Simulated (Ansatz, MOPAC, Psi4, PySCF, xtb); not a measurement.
Two geometries of Ga(H)2(F)(SH2), H4FGaS, singlet, relaxed at B3LYP-D3(BJ)/def2-SVP with one dihedral held; other torsions can differ between them too.

Structure A

```
7

Ga     1.0816     0.3146    -0.1926
H      1.7001     0.6737     1.2017
H      1.6036    -0.6536    -1.3093
F     -0.0586     1.5452    -0.8018
S     -1.0269    -1.1394     0.6625
H     -1.6261     0.0067     1.0630
H     -1.6008    -1.0759    -0.5618
```

Structure B

```
7

Ga     1.0808     0.3691    -0.2088
H      1.7451     0.7263     1.1684
H      1.6041    -0.5725    -1.3460
F     -0.1144     1.5786    -0.7464
S     -0.9856    -1.1124     0.7052
H     -0.4609    -1.5674     1.8679
H     -1.5210    -0.0099     1.2788
```

### Question
Which is lower in energy at the level Ansatz (a quantum-chemistry and plane-wave program) with CCSD(T) on RHF/cc-pVTZ, cores with 3d frozen // B3LYP-D3(BJ)/def2-SVP, and by how much?

### Answer
A is lower, by 0.63 kcal/mol (dihedral F4–Ga1–S5–H6: -40° in A, -140° in B).

E(B) − E(A) in kcal/mol at the other levels, on the same two geometries: B3LYP/def2-TZVP // B3LYP-D3(BJ)/def2-SVP (Psi4) 0.62; B3LYP-D3(BJ)/def2-TZVP // B3LYP-D3(BJ)/def2-SVP (Psi4) 0.69; PBE/def2-TZVP // B3LYP-D3(BJ)/def2-SVP (Psi4) 0.76; PBE-D3(BJ)/def2-TZVP // B3LYP-D3(BJ)/def2-SVP (Psi4) 0.80; r2SCAN/def2-TZVP // B3LYP-D3(BJ)/def2-SVP (Psi4) 0.86; RHF/cc-pVTZ // B3LYP-D3(BJ)/def2-SVP (Ansatz) 0.36; MP2 on RHF/cc-pVTZ, cores with 3d frozen // B3LYP-D3(BJ)/def2-SVP (Ansatz) 0.68; CCSD on RHF/cc-pVTZ, cores with 3d frozen // B3LYP-D3(BJ)/def2-SVP (Ansatz) 0.58; PM7, restricted, heats of formation // B3LYP-D3(BJ)/def2-SVP (MOPAC) 1.06; PM6, restricted, heats of formation // B3LYP-D3(BJ)/def2-SVP (MOPAC) 0.29; GFN1-xTB // B3LYP-D3(BJ)/def2-SVP (xtb) 1.40; restricted B3LYP/6-31G*, spherical d // B3LYP-D3(BJ)/def2-SVP (PySCF) 0.96; restricted MP2 (frozen core)/3-21G // B3LYP-D3(BJ)/def2-SVP (PySCF) 0.62; restricted MP2 (frozen core)/6-31G*, spherical d // B3LYP-D3(BJ)/def2-SVP (PySCF) 0.87.
